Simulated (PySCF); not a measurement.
Members of one series of related molecules.

All values: wB97X-D/def2-SVPD (PySCF) at GFN2-xTB geometries, gas phase, one conformer each. Core orbitals are frozen in the response; Δα² is half the sum of the squared differences of the principal polarisabilities.

Problem. Rank by dipole moment, lowest first.
A. `Cc1snnc1[SiH3]`
B. `C(#C)c1snnc1[SiH3]`
C. `[O:1]=[CH:2][c:3]1[s:4][n:5][n:6][c:7]1[SiH3:8]` with O1–C2–C3–S4 180°
D. `FC1=C([SiH3])N=NS1`
E. `[CH3:1][S:2][c:3]1[s:4][n:5][n:6][c:7]1[SiH3:8]` with C1–S2–C3–S4 0°
F. `[CH3:1][O:2][C:3](=[O:4])[c:5]1[cH:6][s:7][n:8][n:9]1` with C1–O2–C3–O4 0°, O2–C3–C5–C6 180°

Solution. F (1.50 D), D (2.14 D), C (2.64 D), B (3.47 D), A (4.03 D), E (4.32 D).

Problem. Rank by HOMO–LUMO gap, highest first.
A. `c1(snnc1[SiH3])F`
B. `COC(=O)c1csnn1`
C. `O=CC1=C([SiH3])N=NS1`
D. `CSc1snnc1[SiH3]`

Solution. A (9.39 eV), B (9.26 eV), D (8.71 eV), C (8.31 eV).

All values together:

```
          SMILES     formula  μ (D)  HOMO (eV)  LUMO (eV)  α (Å³)  Δα (Å³)  electrons  α per electron (Å³)
 CSc1snnc1[SiH3]  C3H6N2S2Si   4.32      -8.63       0.08   16.85     8.59         84                0.201
  Cc1snnc1[SiH3]   C3H6N2SSi   4.03      -9.16       0.12   13.56     6.31         68                0.199
  COC(=O)c1csnn1   C4H4N2O2S   1.50      -9.65      -0.39   12.54     8.13         74                0.169
C#Cc1snnc1[SiH3]   C4H4N2SSi   3.47      -9.35      -0.73   15.43     8.62         72                0.214
O=Cc1snnc1[SiH3]  C3H4N2OSSi   2.64      -9.80      -1.49   13.92     7.36         74                0.188
  Fc1snnc1[SiH3]  C2H3FN2SSi   2.14      -9.48      -0.09   11.84     6.17         68                0.174
    c1snnc1C1CC1     C5H6N2S   3.48      -9.07       0.28   12.76     6.99         66                0.193
```

Conformers: `[CH3:1][S:2][c:3]1[s:4][n:5][n:6][c:7]1[SiH3:8]` with C1–S2–C3–S4 0°; `[CH3:1][O:2][C:3](=[O:4])[c:5]1[cH:6][s:7][n:8][n:9]1` with C1–O2–C3–O4 0°, O2–C3–C5–C6 180°; `[O:1]=[CH:2][c:3]1[s:4][n:5][n:6][c:7]1[SiH3:8]` with O1–C2–C3–S4 180°; `[cH:1]1[s:2][n:3][n:4][c:5]1[CH:6]1[CH2:7][CH2:8]1` with N4–C5–C6–C7 35°.

Problem. How closely does the mean polarisability follow the number of electrons in this set?

Solution. The correlation coefficient is 0.77; α per electron runs from 0.169 to 0.214 Å³.
